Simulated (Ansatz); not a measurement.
`O[PH][SbH2]`, 7 atoms. Total charge 0; spin multiplicity 1. Correlated methods include outer-core shells of Sb, which these sets cover unevenly. Sb takes the def2 core potential. All runs use 2 threads of an Intel Xeon on a shared host. Correlated methods freeze the cores.

Task: Give the basis size and wall time and peak host memory of each of these runs in Ansatz. RKS PBE0-D4/def2-TZVP relaxation (7 steps); RHF-CCSD(T)/def2-TZVPP energy; RKS BHLYP-D4/def2-TZVPP energy; RHF-CCSD(T)/def2-SVP energy; RKS B3LYP-D4/def2-TZVPP energy and forces; RKS PBE0-D4/def2-SVP energy; RKS PBE0-D4/def2-TZVPP energy; RKS ωB97M-V/def2-SVP energy; RHF-MP2/def2-QZVPP energy; RKS ωB97M-V/def2-QZVPP energy; direct RPA on PBE orbitals/def2-TZVPP energy; RKS PBE0-D4/def2-TZVP frequencies. (Best estimate.)

Result: Computed: Other jobs shared the machine, so times are rough.

```json
{"level": "RKS PBE0-D4/def2-SVP", "job": "energy", "functions": "78", "wall time": "6 s", "peak host memory (GiB)": "0.15"}
{"level": "RKS ωB97M-V/def2-SVP", "job": "energy", "functions": "78", "wall time": "12 s", "peak host memory (GiB)": "0.22"}
{"level": "RKS BHLYP-D4/def2-TZVPP", "job": "energy", "functions": "179", "wall time": "13 s", "peak host memory (GiB)": "0.36"}
{"level": "RKS PBE0-D4/def2-TZVPP", "job": "energy", "functions": "179", "wall time": "13 s", "peak host memory (GiB)": "0.36"}
{"level": "direct RPA on PBE orbitals/def2-TZVPP", "job": "energy", "functions": "179", "wall time": "16 s", "peak host memory (GiB)": "0.38"}
{"level": "RHF-CCSD(T)/def2-SVP", "job": "energy", "functions": "78", "wall time": "17 s", "peak host memory (GiB)": "0.24"}
{"level": "RKS B3LYP-D4/def2-TZVPP", "job": "energy and forces", "functions": "179", "wall time": "20 s", "peak host memory (GiB)": "0.4"}
{"level": "RKS ωB97M-V/def2-QZVPP", "job": "energy", "functions": "329", "wall time": "39 s", "peak host memory (GiB)": "1"}
{"level": "RHF-MP2/def2-QZVPP", "job": "energy", "functions": "329", "wall time": "59 s", "peak host memory (GiB)": "1.2"}
{"level": "RKS PBE0-D4/def2-TZVP", "job": "relaxation (7 steps)", "functions": "142", "wall time": "2 min", "peak host memory (GiB)": "0.31"}
{"level": "RHF-CCSD(T)/def2-TZVPP", "job": "energy", "functions": "179", "wall time": "2.6 min", "peak host memory (GiB)": "1.9"}
{"level": "RKS PBE0-D4/def2-TZVP", "job": "frequencies", "functions": "142", "wall time": "5.1 min", "peak host memory (GiB)": "0.32"}
```

B3LYP here is the variant with VWN-RPA as its local correlation; programs differ in this.
